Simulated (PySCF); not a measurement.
C6H11O (doublet state).
Structure used (GFN2-xTB), in Å, numbered top down from 1:
```
atom  x, y, z in Å
O1     1.7390   -1.1270   -0.0361
C2     0.8892   -0.3822   -0.8779
C3     0.8380    1.1169   -0.4703
C4     0.1750    1.2697    0.8408
C5    -1.1721    0.6736    0.9698
C6    -1.1042   -0.8232    0.5971
C7    -0.5101   -0.9930   -0.7968
H8     2.5810   -0.6667    0.0447
H9     1.2565   -0.4470   -1.9184
H10    1.8517    1.5249   -0.4584
H11    0.2713    1.6315   -1.2551
H12    0.7660    1.4567    1.7200
H13   -1.5607    0.7874    1.9820
H14   -1.8704    1.1569    0.2759
H15   -2.1035   -1.2610    0.6327
H16   -0.4701   -1.3433    1.3156
H17   -1.1486   -0.5127   -1.5410
H18   -0.4368   -2.0553   -1.0362
```

The hyperfine couplings belong to this conformer and change with its torsions.

Identity: `O[C@@H]1C[CH]CCC1` [radical].

Computed with PySCF, UKS B3LYP, pcH-1 on C H O, non-relativistic, mean-field spin-orbit, GIAO. Geometry: GFN2-xTB, one conformer, isolated molecule. Couplings are sensitive to structure, and on GFN2-xTB geometries they can be far from those on DFT ones. Stability of the SCF solution: not tested.

Largest spin populations (Mulliken): C4 (+1.02), C3 (-0.08) and C5 (-0.08). No atom but C4 exceeds +0.15. The positive populations add up to 1.21 and the negative ones to -0.21, together 2S = 1. The angles at C4 add up to 356.1°, so it is nearly planar; its axial dipolar tensor and the negative coupling of its proton fit spin in a p orbital normal to that plane.

Question: McConnell's relation a(H) = Q·ρ ties the coupling of a proton on a planar π carbon to the spin population of that carbon. What Q do the computed values give?

Answer: 
| H | C | ρ(C) | a(H) (G) | a/ρ (G) |
| --- | --- | --- | --- | --- |
| H12 | C4 | +1.016 | -20.39 | -20.1 |

One proton gives one ratio, Q = -20.1 G, and no test of linearity. In McConnell's picture π spin on carbon polarises the C–H bond and leaves opposite spin at the proton, which makes Q negative, as found here.

Question: How do the β-proton couplings of this frozen conformer go with θ, the angle between the C–H bond and the normal to the plane of the spin centre's three neighbours, both seen down the bond from centre to carbon?

Answer: 
| β H | on | centre | θ (°) | cos²θ | a (G) |
| --- | --- | --- | --- | --- | --- |
| H10 | C3 | C4 | 84 | 0.01 | +1.51 |
| H11 | C3 | C4 | 36 | 0.65 | +28.51 |
| H13 | C5 | C4 | 84 | 0.01 | +1.82 |
| H14 | C5 | C4 | 37 | 0.64 | +25.16 |

Fitting the Heller–McConnell form a = ρ(B0 + B2 cos²θ), with Mulliken ρ = 1.02, gives B0 = 1.2 G and B2 = 39.0 G, with a largest miss of 1.5 G. By this fit the coupling would be 40.8 G at θ = 0° and 1.2 G at 90°.

Couplings in gauss use g_iso = 2.0027.

The run took 56 s (grids of density and orbitals included) on one thread of an Arm Neoverse V2, no GPU, shared host with 96 logical CPUs at a one-minute load of 44, and the process peaked at 1.1 GiB of memory.
